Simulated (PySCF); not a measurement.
C2H7BO, SMILES BCOC, GFN2-xTB optimised geometry.

```
11

B      1.27    -1.16     0.00
C      0.62     0.26     0.00
O     -0.80     0.26     0.00
C     -1.35     1.55     0.00
H      2.43    -1.23     0.00
H      0.61    -2.12     0.00
H      0.98     0.84     0.87
H      0.98     0.84    -0.87
H     -1.05     2.12     0.89
H     -2.43     1.43    -0.01
H     -1.05     2.12    -0.89
```

Density from B3LYP/def2-TZVP run with PySCF 2.14.0 at that geometry.

Minimum of the electron density along straight lines between bonded atoms, close to the bond critical point (lines longer than 1.1 times the sum of covalent radii, or with two minima, are not listed):

```tsv
bond	length / Å	ρ at the minimum / e bohr⁻³	∇²ρ there / e bohr⁻⁵	position (fraction from the first atom)
B1–C2	1.569	0.192	-0.30	0.33
C2–O3	1.417	0.261	-0.59	0.36
O3–C4	1.401	0.271	-0.64	0.64
B1–H5	1.167	0.195	-0.37	0.44
B1–H6	1.164	0.198	-0.39	0.44
C2–H7	1.106	0.270	-0.90	0.64
C2–H8	1.106	0.270	-0.90	0.64
C4–H9	1.099	0.280	-0.97	0.64
C4–H10	1.088	0.288	-1.03	0.65
C4–H11	1.099	0.280	-0.97	0.64
```
